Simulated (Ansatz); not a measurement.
Computed with Ansatz on PBE0-D4/def2-TZVP structures; ΔE is electronic, products minus reactants. CCSD(T)/CBS is the MP2 limit (def2-TZVPP, def2-QZVPP) plus CCSD(T) − MP2 in def2-TZVPP, frozen cores. This one scheme is used for every species. DFT in def2-TZVPP. For Se outer-core shells are correlated without core-valence functions, which leaves a few kJ/mol of doubt a bond. Scalar relativity is left out up to krypton. Each species was taken in one conformer, which may not be the lowest.

Reaction (ligand exchange at the Si–O bond): `[SiH3]OB(Cl)Cl` + `O[SiH](F)[SeH]` → `F[SiH]([SeH])O[SiH3]` + `OB(Cl)Cl`

`[SiH3]OB(Cl)Cl`:

Z-matrix (Å, degrees):
```
Si
O 1 1.668
H 1 1.481 2 109.4
H 1 1.481 2 109.4 3 -121.4
H 1 1.479 2 105.7 3 119.3
B 2 1.332 1 133.0 3 60.6
Cl 6 1.750 2 120.0 1 -180.0
Cl 6 1.764 2 121.1 1 0.0
```

`O[SiH](F)[SeH]`:

Z-matrix (Å, degrees):
```
Si
F 1 1.593
Se 1 2.267 2 103.3
O 1 1.626 2 111.6 3 121.4
H 1 1.471 2 108.6 3 -122.2
H 3 1.470 1 91.2 2 177.2
H 4 0.960 1 118.0 2 -73.2
```

`F[SiH]([SeH])O[SiH3]`:

Cartesian coordinates in Å:
```
F -0.400 0.102 2.574
Si -0.923 0.353 1.094
Se -1.992 -1.486 0.317
O 0.366 0.742 0.202
Si 1.216 0.366 -1.155
H -1.896 1.460 1.125
H -0.793 -2.318 0.498
H 1.509 -1.090 -1.182
H 2.480 1.135 -1.113
H 0.434 0.736 -2.360
```

`OB(Cl)Cl`:

Z-matrix (Å, degrees):
```
B
O 1 1.341
Cl 1 1.762 2 121.4
Cl 1 1.745 2 118.8 3 180.0
H 2 0.962 1 113.4 3 0.0
```

```
             level  ΔE (kcal/mol)  difference from CCSD(T)/CBS
            B97M-V           -3.1                         -0.1
           PBE0-D4           -3.0                          0.0
           ωB97X-V           -2.9                          0.1
           r2SCAN0           -3.0                          0.0
           LC-ωPBE           -3.0                          0.0
RPA@PBE/def2-TZVPP           -3.1                         -0.1
     CCSD/def2-SVP           -4.2                         -1.2
  CCSD(T)/def2-SVP           -4.1                         -1.1
     HF/def2-TZVPP           -3.5                         -0.5
     MP2/CBS(def2)           -2.9                          0.1
       CCSD(T)/CBS           -3.0                            0
```

Largest T1 diagnostic among the species: 0.012.

Leaving LDA and LC-ωPBE aside and taking each functional with its dispersion term where it has one, the values, not all of them listed here, spread over 0.9 kcal/mol, from BHLYP-D4 to revPBE-D4. At CCSD(T), def2-SVP lies −1.1 kcal/mol from the extrapolated value and def2-TZVPP −0.0 kcal/mol. From BLYP to BHLYP (50 % exact exchange), in def2-TZVPP and without D4, ΔE moves by −0.7 kcal/mol.
